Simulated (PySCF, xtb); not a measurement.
C3H6O2Si, SMILES C1C(O[SiH2]C1)=O. Other conformers were not sampled.

Harmonic wavenumbers (cm⁻¹) from GFN2-xTB run with xtb at its own minimum, in rising order: 88, 126, 424, 459, 476, 510, 577, 595, 655, 728, 758, 771, 819, 902, 945, 1060, 1090, 1132, 1175, 1236, 1276, 1442, 1481, 1805, 2317, 2351, 2964, 2989, 3003, 3022.

Question: What does B3LYP-D3(BJ)/def2-SVP run with PySCF give at its own minimum? (The exact figures need the calculation; the answer reports its results.)

Answer: 111, 130, 429, 475, 521, 541, 607, 686, 703, 759, 768, 882, 926, 942, 987, 999, 1121, 1130, 1222, 1252, 1299, 1426, 1442, 1896, 2247, 2264, 3050, 3061, 3118, 3126. Paired by order, the mean absolute difference is 50 cm⁻¹ and the zero-point energies are 53.1 and 54.5 kcal/mol.
